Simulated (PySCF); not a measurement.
C8H11F.
SMILES with atom numbers: `[CH3:1]/[CH:2]=[C:3]1/[C:4](=[CH:5]/[CH3:6])[CH2:7][C@@H:8]1[F:9]` (hydrogens: H10, H11, H12 on C1; H13 on C2; H14 on C5; H15, H16, H17 on C6; H18, H19 on C7; H20 on C8)

The geometry is computed with GFN2-xTB (gas phase).

(1) What internal coordinates does the optimisation give?

Results:

(1) 
```json
{"bond": "C1–C2", "length (Å)": "1.490", "order": "single"}
{"bond": "C2=C3", "length (Å)": "1.328", "order": "double"}
{"bond": "C3–C4", "length (Å)": "1.462", "order": "single"}
{"bond": "C4=C5", "length (Å)": "1.327", "order": "double"}
{"bond": "C5–C6", "length (Å)": "1.491", "order": "single"}
{"bond": "C4–C7", "length (Å)": "1.514", "order": "single"}
{"bond": "C7–C8", "length (Å)": "1.541", "order": "single"}
{"bond": "C8–F9", "length (Å)": "1.378", "order": "single"}
{"bond": "C3–C8", "length (Å)": "1.514", "order": "single"}
{"bond": "C1–H10, C1–H11, C1–H12", "length (Å)": "1.089", "order": "single"}
{"bond": "C2–H13", "length (Å)": "1.082", "order": "single"}
{"bond": "C5–H14", "length (Å)": "1.082", "order": "single"}
{"bond": "C6–H15, C6–H16, C6–H17", "length (Å)": "1.089", "order": "single"}
{"bond": "C7–H18", "length (Å)": "1.089", "order": "single"}
{"bond": "C7–H19", "length (Å)": "1.089", "order": "single"}
{"bond": "C8–H20", "length (Å)": "1.095", "order": "single"}
```

Bonds in one row agree within 0.01 Å and their mean is given. Orders are formal, as drawn. A selection of angles:
```json
{"angle": "C1–C2–C3", "degrees": "124.4"}
{"angle": "C2–C3–C4", "degrees": "135.7"}
{"angle": "C2–C3–C8", "degrees": "133.2"}
{"angle": "C4–C3–C8", "degrees": "91.0"}
{"angle": "C3–C4–C5", "degrees": "134.5"}
{"angle": "C3–C4–C7", "degrees": "91.8"}
{"angle": "C5–C4–C7", "degrees": "133.7"}
{"angle": "C4–C5–C6", "degrees": "124.4"}
{"angle": "C4–C7–C8", "degrees": "88.1"}
{"angle": "C7–C8–F9", "degrees": "114.8"}
{"angle": "C3–C8–C7", "degrees": "88.7"}
{"angle": "C3–C8–F9", "degrees": "116.0"}
```

Dihedral angles: C1–C2–C3–C4 178° (antiperiplanar); C2–C3–C4–C5 7° (synperiplanar); C3–C4–C5–C6 180° (antiperiplanar); C3–C4–C7–C8 -5° (synperiplanar); C4–C7–C8–F9 123° (anticlinal); C2–C3–C8–C7 174° (antiperiplanar).

The 4-membered ring C3–C4–C7–C8 has internal angles of 88.1° to 91.8° (sum 360°, against 360° for a flat polygon); it is almost planar, 0.03 Å rms from its mean plane, widest ring torsion 5°. The 8 C–C bonds span 1.327 Å (C4=C5, drawn double) to 1.541 Å (C7–C8, drawn single), a spread of 0.214 Å. Of the pairs four or more bonds apart, C8···H11 is among the closest relative to their van der Waals radii: 2.78 Å, 96 % of the sum of Bondi's values.

Point group: C1 (no symmetry element, even within 0.4 Å). Whether it is a minimum is left open (no frequencies).
